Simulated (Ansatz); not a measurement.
Calculated with Ansatz (gas phase, PBE0-D4/def2-TZVP geometries, no zero-point term in ΔE). CCSD(T)/CBS adds triple-zeta CCSD(T) − MP2 to the extrapolated MP2 energy (def2 sets, frozen cores). DFT in def2-TZVPP. B3LYP here is the variant with VWN-RPA as its local correlation; programs differ in this. For As outer-core shells are correlated without core-valence functions, which leaves a few kJ/mol of doubt a bond. Scalar relativity is left out up to krypton. One conformer a species, not always the lowest.

Consider the redistribution: `CN[SiH2][AsH2]` + `C=C[SiH2]S` → `CN[SiH2]S` + `C=C[SiH2][AsH2]`.

Problem. Is it downhill or uphill in electronic energy at CCSD(T)/CBS, and by how much? (Best estimate.)

Solution. Computed: Downhill: ΔE = -5.6 kJ/mol.

Problem. What do these levels give: PBE-D4, ωB97X-V, B2PLYP, PBE, PBE0, B3LYP, HF/def2-TZVPP, SCS-MP2/def2-TZVPP, CCSD(T)/def2-TZVPP, SCS-MP2/def2-QZVPP, HF/CBS(def2), CCSD/CBS(def2)? (Best estimate.)

Solution. The calculation gave: PBE-D4 -6.1, ωB97X-V -4.7, B2PLYP -5.4, PBE -6.1, PBE0 -5.8, B3LYP -5.7, HF/def2-TZVPP -4.4, SCS-MP2/def2-TZVPP -5.0, CCSD(T)/def2-TZVPP -5.1, SCS-MP2/def2-QZVPP -5.3, HF/CBS(def2) -4.5, CCSD/CBS(def2) -5.5 kJ/mol.

Largest T1 diagnostic among the species: 0.012.
